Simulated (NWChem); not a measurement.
System: GaN$_{2}$H$_{4}$Cl; SMILES [Cl][Ga]([NH2])[NH2]

NWChem input:

```
start job
memory heap 200 mb stack 900 mb global 1100 mb
geometry units angstroms noautosym nocenter noautoz
  Ga    -0.008885    -0.372708     0.000000
  Cl    -0.004065     1.806007     0.000000
  N      0.130729    -1.192403     1.632501
  H     -0.161428    -0.645815     2.435024
  H     -0.190952    -2.150240     1.718178
  N      0.130729    -1.192403    -1.632501
  H     -0.190952    -2.150240    -1.718178
  H     -0.161428    -0.645815    -2.435024
end
basis spherical
  Ga library 6-311g**
  Cl library 6-311g**
  N library 6-311g**
  H library 6-311g**
end
dft
  xc b3lyp
  iterations 150
end
property
  shielding 5 1 2 3 4 5
  efieldgrad
end
task dft property
```

Geometry: optimised at B3LYP/6-31G* (spherical d).

GIAO values for the isolated, static molecule; σ is the absolute isotropic shielding, δ = σ(reference) − σ with the isolated reference molecule computed at the same levels (1H: tetramethylsilane, 15N: ammonia).

Atoms are numbered as in the input.

Question: Give the results of this calculation. (B3LYP/6-311G** (spherical d), GIAO.) Quantities: σ Ga1 (ppm); σ Cl2 (ppm); δ N3 (ppm); δ H4 (ppm); δ H5 (ppm).

Answer: 
```
Property     Result
-----------  ------
σ Ga1 (ppm)  1330.4
σ Cl2 (ppm)   947.1
δ N3 (ppm)     32.8
δ H4 (ppm)     1.02
δ H5 (ppm)     0.86
```
